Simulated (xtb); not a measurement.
hexafluorodisiloxane (F₆OSi₂), singlet, at a GFN2-xTB geometry; GFN2-xTB (xtb).

Input for xtb:
```
$ xtb mol.xyz --gfn 2 --acc 30 --json

# file mol.xyz
9

F      2.21885290     0.19334445    -1.14768293
Si     1.49242503     0.32186169     0.23964350
F      2.33834457    -0.41456129     1.33748724
F      1.39842636     1.84874384     0.60070824
O      0.05739792    -0.36176336     0.18858272
Si    -1.48267425    -0.38331814    -0.20760702
F     -1.71986274     0.17718168    -1.65679789
F     -2.32640504     0.48452724     0.79431689
F     -1.97554429    -1.87206957    -0.14549515
```

Q: Predict the main parts of the log of this xtb run.

A: 
```
   ID    Z sym.   atoms
    1    9 F      1, 3, 4, 7-9
    2   14 Si     2, 6
    3    8 O      5

           -------------------------------------------------
          |                Calculation Setup                |
           -------------------------------------------------

           -------------------------------------------------
          |                 G F N 2 - x T B                 |
           -------------------------------------------------

          ...................................................
          :                      SETUP                      :
          :.................................................:
          :  # basis functions                  48          :
          :  # atomic orbitals                  46          :
          :  # shells                           20          :
          :  # electrons                        56          :
          :  max. iterations                   250          :
          :  Hamiltonian                  GFN2-xTB          :
          :  restarted?                      false          :
          :  GBSA solvation                  false          :
          :  PC potential                    false          :
          :  electronic temp.          300.0000000     K    :
          :  accuracy                   30.0000000          :
          :  -> integral cutoff          0.2000000E+02      :
          :  -> integral neglect         0.3000000E-06      :
          :  -> SCF convergence          0.3000000E-04 Eh   :
          :  -> wf. convergence          0.3000000E-02 e    :
          :  Broyden damping             0.4000000          :
          :  net charge                          0          :
          :  unpaired electrons                  0          :
          ...................................................

 iter      E             dE          RMSdq      gap      omega  full diag
   1    -36.4275967 -0.364276E+02  0.931E+00   11.48       0.0  T
   2    -36.5219700 -0.943732E-01  0.570E+00   10.16       1.0  T
   3    -36.5279409 -0.597098E-02  0.133E+00   10.10       1.0  T
   4    -36.5305836 -0.264268E-02  0.646E-01    9.82       1.0  T
   5    -36.5297322  0.851415E-03  0.492E-01   10.18       1.0  T
   6    -36.5301294 -0.397238E-03  0.435E-01    9.79       1.0  T
   7    -36.5313966 -0.126713E-02  0.155E-01   10.03       1.0  T
   8    -36.5315724 -0.175812E-03  0.325E-02    9.98       1.0  T
   9    -36.5315803 -0.793271E-05  0.232E-03    9.96      14.4  T
  10    -36.5315803 -0.130322E-07  0.957E-04    9.96      34.8  T

   *** convergence criteria satisfied after 10 iterations ***

         :::::::::::::::::::::::::::::::::::::::::::::::::::::
         ::                     SUMMARY                     ::
         :::::::::::::::::::::::::::::::::::::::::::::::::::::
         :: total energy             -36.398052566094 Eh    ::
         :: gradient norm              0.000025889142 Eh/a0 ::
         :: HOMO-LUMO gap              9.963094252216 eV    ::
         ::.................................................::
         :: SCC energy               -36.531571098559 Eh    ::
         :: -> isotropic ES            0.110227128134 Eh    ::
         :: -> anisotropic ES         -0.004452233439 Eh    ::
         :: -> anisotropic XC         -0.011132092597 Eh    ::
         :: -> dispersion             -0.007034259424 Eh    ::
         :: repulsion energy           0.133518532465 Eh    ::
         :: add. restraining           0.000000000000 Eh    ::
         :: total charge              -0.000000000000 e     ::
         :::::::::::::::::::::::::::::::::::::::::::::::::::::

           -------------------------------------------------
          |                Property Printout                |
           -------------------------------------------------

    * Orbital Energies and Occupations

         #    Occupation            Energy/Eh            Energy/eV
[...]
        25        2.0000           -0.5575893             -15.1728
        26        2.0000           -0.5569600             -15.1557
        27        2.0000           -0.5489910             -14.9388
        28        2.0000           -0.5487433             -14.9321 (HOMO)
        29                         -0.1826063              -4.9690 (LUMO)
        30                         -0.1715972              -4.6694
        31                         -0.1700347              -4.6269
        32                         -0.1174175              -3.1951
        33                         -0.1077565              -2.9322
        34                         -0.1040353              -2.8309
        35                          0.0095746               0.2605
        36                          0.0111781               0.3042
        37                          0.0874481               2.3796
        38                          0.0903487               2.4585
        39                          0.1718296               4.6757
       ...                                ...                  ...
        46                          1.0541051              28.6837
      -------------------------------------------------------------
                  HL-Gap            0.3661370 Eh            9.9631 eV
             Fermi-level           -0.3656748 Eh           -9.9505 eV

     #   Z          covCN         q      C6AA      α(0)
     1   9 F        0.705    -0.197    11.216     3.954
     2  14 Si       2.997     0.766   157.382    27.365
     3   9 F        0.705    -0.195    11.198     3.951
     4   9 F        0.705    -0.199    11.233     3.957
     5   8 O        1.541    -0.350    19.983     6.030
     6  14 Si       2.997     0.766   157.382    27.365
     7   9 F        0.705    -0.199    11.233     3.957
     8   9 F        0.705    -0.197    11.216     3.954
     9   9 F        0.705    -0.195    11.198     3.951

 Mol. C6AA /au·bohr⁶  :       2297.690426
 Mol. C8AA /au·bohr⁸  :      93555.246271
 Mol. α(0) /au        :         84.486522

Wiberg/Mayer (AO) data.
largest (>0.10) Wiberg bond orders for each atom

 ---------------------------------------------------------------------------
     #   Z sym  total        # sym  WBO       # sym  WBO       # sym  WBO
 ---------------------------------------------------------------------------
     1   9 F    1.279 --     2 Si   1.139
     2  14 Si   4.532 --     3 F    1.142     1 F    1.139     4 F    1.138
                             5 O    1.103
     3   9 F    1.280 --     2 Si   1.142
     4   9 F    1.277 --     2 Si   1.138
     5   8 O    2.453 --     6 Si   1.103     2 Si   1.103
     6  14 Si   4.532 --     9 F    1.142     8 F    1.139     7 F    1.138
                             5 O    1.103
     7   9 F    1.277 --     6 Si   1.138
     8   9 F    1.279 --     6 Si   1.139
     9   9 F    1.280 --     6 Si   1.142
 ---------------------------------------------------------------------------

Topologies differ in total number of bonds
Writing topology from bond orders to xtbtopo.mol

molecular dipole:
                 x           y           z       tot (Debye)
 q only:        0.003      -0.019       0.010
   full:        0.006      -0.040       0.021       0.117
molecular quadrupole (traceless):
                xx          xy          yy          xz          yz          zz
 q only:       -0.548      -0.203       0.218      -0.150       0.024       0.330
  q+dip:       -2.402      -0.892       1.096      -0.591      -0.080       1.306
   full:       -0.706      -0.256       0.261      -0.194       0.061       0.445

           -------------------------------------------------
          | TOTAL ENERGY              -36.398052566094 Eh   |
          | GRADIENT NORM               0.000025889142 Eh/α |
          | HOMO-LUMO GAP               9.963094252216 eV   |
           -------------------------------------------------

normal termination of xtb
```
